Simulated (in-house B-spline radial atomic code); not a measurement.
A run on Br II (Br+) (an excited or competing configuration) that did not converge. Method: scalar-relativistic (X2C) wB97X, spin-polarised, spherical fractional occupations, exact exchange averaged over the configuration, Fermi nucleus of rms radius 4.1629 fm; computed with a B-spline radial code for spherical atoms.

Command:
```bash
python run_scf.py task.json out
```
Settings (nuclear radius in fm, mass in u):
```
Z                35
configuration    [Ar] 3d10 4s2 4p3 5f1
hamiltonian      x2c
method           wb97x
spin_polarised   True
nucleus          fermi
rms_radius       4.1629
atomic_mass      78.91834
speed_of_light   137.035999084
exact_exchange   averaged over the configuration
```

First and last ten iterations of the last attempt (damped for 15 steps, keeping 80 % of the old Fock matrix, then DIIS):
```
 iter        energy (Eh)    residual
    1       -2604.037205    3.98e-01
    2       -2604.909842    1.22e-01
    3       -2605.095777    7.58e-02
    4       -2605.172955    4.68e-02
    5       -2605.204829    2.87e-02
    6       -2605.218117    2.17e-02
    7       -2605.223798    1.69e-02
    8       -2605.226349    1.33e-02
    9       -2605.227567    1.06e-02
   10       -2605.228196    8.51e-03
  111       -2605.229218    5.95e-05
  112       -2605.229228    9.67e-05
  113       -2605.229224    7.44e-05
  114       -2605.229222    6.71e-05
  115       -2605.229221    6.35e-05
  116       -2605.229221    6.18e-05
  117       -2605.229220    6.05e-05
  118       -2605.229220    6.05e-05
  119       -2605.229220    6.03e-05
  120       -2605.229215    6.85e-05
 not converged after 120 iterations
```

The smallest residual met was 5.9e-05; the threshold is about 3e-07. Over the last five steps the energy moves by less than 1e-05 hartree, but the orbitals didn't meet the threshold. Time taken, with all properties: 58 s on 1 thread of Arm Neoverse N1 (shared host).
